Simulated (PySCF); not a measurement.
PySCF input file for 1-chloro-3-methylbuta-1,2-diene (C₅H₇Cl), SMILES CC(C)=C=CCl, TDDFT-PBE0/def2-SVPD. Coordinates come from a r2SCAN-D4/def2-SVP optimisation.

```python
import numpy as np
from pyscf import gto, scf, dft, tdscf

mol = gto.M(
    atom='''
    C    -2.17245512   -0.17002164   -1.28163810
    C    -1.41102068    0.05184321    0.00000000
    C    -2.17245513   -0.17002165    1.28163810
    C    -0.14505960    0.42231547    0.00000000
    C     1.10982168    0.79101530    0.00000000
    Cl    2.44756364   -0.35198315   -0.00000000
    H    -2.55310299   -1.20519504   -1.32240677
    H    -1.55011790    0.01036699   -2.16798352
    H    -3.05206979    0.49537954   -1.32428320
    H    -1.55011790    0.01036698    2.16798352
    H    -3.05206979    0.49537954    1.32428320
    H    -2.55310299   -1.20519505    1.32240675
    H     1.44901261    1.83182647    0.00000001
    ''',
    basis='def2-SVPD',
    charge=0,
    spin=0,
    symmetry=True,
    max_memory=1600,
    verbose=4,
)
mf = dft.RKS(mol, xc='pbe0').density_fit(auxbasis='def2-universal-jkfit')
mf.grids.level = 3
mf.conv_tol = 1e-9
mf.max_cycle = 100
mf.kernel()
mf.grids = dft.Grids(mol).set(level=1).build(with_non0tab=True)  # coarser grid for the response kernel
td = tdscf.TDDFT(mf)
td.singlet = True
td.nstates = 10
td.conv_tol = 1e-4
td.positive_eig_threshold = 1e-6
td.kernel(x0=td.get_init_guess(mf, 15))
td.analyze()
tt = tdscf.TDA(mf)
tt.singlet = False
tt.nstates = 4
tt.conv_tol = 1e-4
tt.positive_eig_threshold = 1e-6
tt.kernel(x0=tt.get_init_guess(mf, 9))
tt.analyze(verbose=3)
```

It prints:

```
PySCF version 2.14.0

[INPUT] verbose = 4
[INPUT] num. atoms = 13
[INPUT] num. electrons = 54
[INPUT] charge = 0
[INPUT] spin (= nelec alpha-beta = 2S) = 0
[INPUT] symmetry True subgroup None
[INPUT] Mole.unit = angstrom
[INPUT] Symbol           X                Y                Z      unit          X                Y                Z       unit  Magmom
[INPUT]  1 C     -2.172455120000  -0.170021640000  -1.281638100000 AA   -4.105345194709  -0.321294334849  -2.421944999808 Bohr   0.0
[INPUT]  2 C     -1.411020680000   0.051843210000   0.000000000000 AA   -2.666442641298   0.097969468318   0.000000000000 Bohr   0.0
[INPUT]  3 C     -2.172455130000  -0.170021650000   1.281638100000 AA   -4.105345213606  -0.321294353747   2.421944999808 Bohr   0.0
[INPUT]  4 C     -0.145059600000   0.422315470000   0.000000000000 AA   -0.274122915739   0.798060576467   0.000000000000 Bohr   0.0
[INPUT]  5 C      1.109821680000   0.791015300000   0.000000000000 AA    2.097259022305   1.494802277341   0.000000000000 Bohr   0.0
[INPUT]  6 Cl     2.447563640000  -0.351983150000   0.000000000000 AA    4.625224952044  -0.665151753962   0.000000000000 Bohr   0.0
[INPUT]  7 H     -2.553102990000  -1.205195040000  -1.322406770000 AA   -4.824665418908  -2.277488552284  -2.498986620571 Bohr   0.0
[INPUT]  8 H     -1.550117900000   0.010366990000  -2.167983520000 AA   -2.929298291786   0.019590771836  -4.096895095371 Bohr   0.0
[INPUT]  9 H     -3.052069790000   0.495379540000  -1.324283200000 AA   -5.767576016159   0.936131658313  -2.502532559363 Bohr   0.0
[INPUT] 10 H     -1.550117900000   0.010366980000   2.167983520000 AA   -2.929298291786   0.019590752939   4.096895095371 Bohr   0.0
[INPUT] 11 H     -3.052069790000   0.495379540000   1.324283200000 AA   -5.767576016159   0.936131658313   2.502532559363 Bohr   0.0
[INPUT] 12 H     -2.553102990000  -1.205195050000   1.322406750000 AA   -4.824665418908  -2.277488571181   2.498986582776 Bohr   0.0
[INPUT] 13 H      1.449012610000   1.831826470000   0.000000010000 AA    2.738236983941   3.461650336029   0.000000018897 Bohr   0.0

nuclear repulsion = 250.312544069017
point group symmetry = Cs
symmetry origin: [ 1.04984768e-09  6.99898542e-10 -3.49949293e-10]
symmetry axis x: [ 1.00000000e+00 -4.75603750e-10 -6.28967345e-11]
symmetry axis y: [-4.75603750e-10 -1.00000000e+00 -3.14344667e-09]
symmetry axis z: [ 6.2896733e-11 -3.1434467e-09  1.0000000e+00]
num. orbitals of irrep A' = 111
num. orbitals of irrep A" = 72
number of shells = 79
number of NR pGTOs = 265
number of NR cGTOs = 183
basis = def2-SVPD
ecp = {}


[settings echo left out]
init E= -654.725464245634
HOMO (A") = -0.286553515090386  LUMO (A') = -0.0882730106389324  gap/eV = 5.39549
cycle= 1 E= -654.199989992628  delta_E= 0.525  |g|= 0.312  |ddm|= 8.12
HOMO (A') = -0.239510775445771  LUMO (A') = 0.00099718464922649  gap/eV = 6.54455
cycle= 2 E= -654.192230468866  delta_E= 0.00776  |g|= 0.369  |ddm|= 1.26
HOMO (A") = -0.258438462205283  LUMO (A') = -0.0201888248287214  gap/eV = 6.48310
cycle= 3 E= -654.226358586437  delta_E= -0.0341  |g|= 0.0864  |ddm|= 0.943
HOMO (A") = -0.266402871889799  LUMO (A') = -0.0215530090219653  gap/eV = 6.66270
cycle= 4 E= -654.228228138847  delta_E= -0.00187  |g|= 0.0258  |ddm|= 0.274
HOMO (A") = -0.265592273010054  LUMO (A') = -0.0218417560459385  gap/eV = 6.63279
cycle= 5 E= -654.228383173388  delta_E= -0.000155  |g|= 0.00856  |ddm|= 0.0858
HOMO (A") = -0.265553528160215  LUMO (A') = -0.0213267916547326  gap/eV = 6.64575
cycle= 6 E= -654.22839883358  delta_E= -1.57e-05  |g|= 0.00283  |ddm|= 0.0185
HOMO (A") = -0.265292669762059  LUMO (A') = -0.0212126740062613  gap/eV = 6.64175
cycle= 7 E= -654.228400928445  delta_E= -2.09e-06  |g|= 0.000679  |ddm|= 0.00899
HOMO (A") = -0.265386086410024  LUMO (A') = -0.0212778433128062  gap/eV = 6.64252
cycle= 8 E= -654.22840105032  delta_E= -1.22e-07  |g|= 0.000128  |ddm|= 0.00204
HOMO (A") = -0.265368311471884  LUMO (A') = -0.0212587448311821  gap/eV = 6.64256
cycle= 9 E= -654.228401054502  delta_E= -4.18e-09  |g|= 4.23e-05  |ddm|= 0.000468
HOMO (A") = -0.265369954013871  LUMO (A') = -0.021261387691963  gap/eV = 6.64253
cycle= 10 E= -654.228401055005  delta_E= -5.02e-10  |g|= 1.29e-05  |ddm|= 0.000121
HOMO (A") = -0.26537109133607  LUMO (A') = -0.0212609880849244  gap/eV = 6.64257
Extra cycle  E= -654.228401054983  delta_E= 2.13e-11  |g|= 1.59e-05  |ddm|= 5.32e-05
converged SCF energy = -654.228401054983
tot grids = 49520
Overwritten attributes  positive_eig_threshold  of <class 'pyscf.tdscf.rks.TDDFT'>


******** <class 'pyscf.tdscf.rks.TDDFT'> for <class 'pyscf.df.df_jk.DFSymAdaptedRKS'> ********
nstates = 10 singlet
deg_eia_thresh = 1.000e-03
wfnsym = None
conv_tol = 0.0001
eigh lindep = 1e-12
eigh level_shift = 0
eigh max_cycle = 100


Excitation energies (eV)
[4.97529404 5.83940083 6.28560579 6.66600023 6.76977094 6.86040391
 7.0099113  7.20307793 7.42520135 7.67521561]

** Singlet excitation energies and oscillator strengths **
Excited State   1:   A"      4.97529 eV    249.20 nm  f=0.0002
      27 -> 28       -0.69963
Excited State   2:   A"      5.83940 eV    212.32 nm  f=0.0001
      26 -> 29        0.69682
Excited State   3:   A'      6.28561 eV    197.25 nm  f=0.0927
      26 -> 28       -0.58532
      27 -> 29        0.36862
Excited State   4:   A"      6.66600 eV    185.99 nm  f=0.0110
      27 -> 30       -0.64776
      27 -> 31        0.27179
Excited State   5:   A'      6.76977 eV    183.14 nm  f=0.0008
      25 -> 28       -0.69879
Excited State   6:   A'      6.86040 eV    180.72 nm  f=0.0032
      26 -> 30       -0.69261
      27 -> 29        0.10706
Excited State   7:   A'      7.00991 eV    176.87 nm  f=1.1439
      24 -> 29       -0.10599
      26 -> 28       -0.37270
      27 -> 29       -0.56644
Excited State   8:   A"      7.20308 eV    172.13 nm  f=0.0012
      27 -> 30       -0.26399
      27 -> 31       -0.61830
      27 -> 33       -0.16339
Excited State   9:   A"      7.42520 eV    166.98 nm  f=0.0003
      25 -> 29       -0.70172
Excited State  10:   A'      7.67522 eV    161.54 nm  f=0.0309
      26 -> 31        0.68773
      27 -> 32        0.10797

** Transition electric dipole moments (AU) **
state          X           Y           Z        Dip. S.      Osc.
  1        -0.0000     -0.0000     -0.0403      0.0016      0.0002
  2        -0.0000     -0.0000     -0.0193      0.0004      0.0001
  3         0.7670      0.1179      0.0000      0.6022      0.0927
  4        -0.0000     -0.0000      0.2592      0.0672      0.0110
  5        -0.0142     -0.0664      0.0000      0.0046      0.0008
  6        -0.1115      0.0803      0.0000      0.0189      0.0032
  7         2.5729      0.2033      0.0000      6.6610      1.1439
  8         0.0000     -0.0000      0.0839      0.0070      0.0012
  9         0.0000     -0.0000     -0.0424      0.0018      0.0003
 10         0.4017      0.0527     -0.0000      0.1642      0.0309

** Transition velocity dipole moments (imaginary part, AU) **
state          X           Y           Z        Dip. S.      Osc.
  1         0.0000     -0.0000     -0.0092      0.0001      0.0003
  2         0.0000      0.0000     -0.0054      0.0000      0.0001
  3         0.1775      0.0264     -0.0000      0.0322      0.0930
  4        -0.0000      0.0000      0.0735      0.0054      0.0147
  5        -0.0042     -0.0182     -0.0000      0.0003      0.0009
  6        -0.0252      0.0172     -0.0000      0.0009      0.0025
  7         0.6581      0.0479     -0.0000      0.4354      1.1267
  8         0.0000     -0.0000      0.0140      0.0002      0.0005
  9        -0.0000      0.0000     -0.0098      0.0001      0.0002
 10         0.1145      0.0160      0.0000      0.0134      0.0316

** Transition magnetic dipole moments (imaginary part, AU) **
state          X           Y           Z
  1        -0.6390     -0.1973     -0.0000
  2         0.7012      0.1629     -0.0000
  3        -0.0000      0.0000      0.2582
  4        -0.4864     -0.1091      0.0000
  5        -0.0000      0.0000     -0.0030
  6        -0.0000     -0.0000      0.2124
  7        -0.0000      0.0000      1.2834
  8         0.2687      0.1043     -0.0000
  9        -0.5264      0.2253      0.0000
 10         0.0000     -0.0000     -0.8591
Overwritten attributes  positive_eig_threshold  of <class 'pyscf.tdscf.rks.TDA'>


******** <class 'pyscf.tdscf.rks.TDA'> for <class 'pyscf.df.df_jk.DFSymAdaptedRKS'> ********
nstates = 4 triplet
deg_eia_thresh = 1.000e-03
wfnsym = None
conv_tol = 0.0001
eigh lindep = 1e-12
eigh level_shift = 0
eigh max_cycle = 100


Excitation energies (eV)
[4.06256042 4.42599491 4.55062051 5.41912977]

** Triplet excitation energies and oscillator strengths **
Excited State   1:   A'      4.06256 eV    305.19 nm  f=0.0000
Excited State   2:   A'      4.42599 eV    280.13 nm  f=0.0000
Excited State   3:   A"      4.55062 eV    272.46 nm  f=0.0000
Excited State   4:   A"      5.41913 eV    228.79 nm  f=0.0000
```

The calculation finished and met its thresholds.

Cost: roughly 5 core-minutes.
